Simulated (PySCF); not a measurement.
H₂AlClOSe (SMILES [OH][Al]([Cl])[SeH]), singlet, at a GFN2-xTB geometry (such geometries of metal compounds can be far from the true shape).

PySCF was given this input:
```python
from pyscf import gto, scf, dft

mol = gto.M(
    atom='''
Al   -0.40738789    0.63076581   -0.20618663
Cl   -2.27157806    0.03061042   -0.72542990
O     0.07272654    2.19932282   -0.24451974
H     0.31017789    3.11444801   -0.28043635
Se    1.20109611   -0.87039816    0.48751615
H     2.18361170    0.16417418    0.67377957
''',
    basis='def2-sv(p)',
    verbose=4,
    max_memory=1800,
)

mf = dft.RKS(mol)
mf.xc = 'camb3lyp'
mf = mf.density_fit(auxbasis='def2-universal-jkfit')
mf.kernel()
```

Estimate the Mulliken (on the basis functions themselves) charges in atom order that DF-CAMB3LYP/def2-SV(P) in PySCF returns for this input.

Al1 0.71, Cl2 -0.24, O3 -0.58, H4 0.32, Se5 -0.36, H6 0.13

What total energy does DF-CAMB3LYP/def2-SV(P) give?

-3180.302531 Ha

What HOMO energy does DF-CAMB3LYP/def2-SV(P) give?

-8.34 eV

Give the number of basis functions at the level DF-CAMB3LYP/def2-SV(P).

86
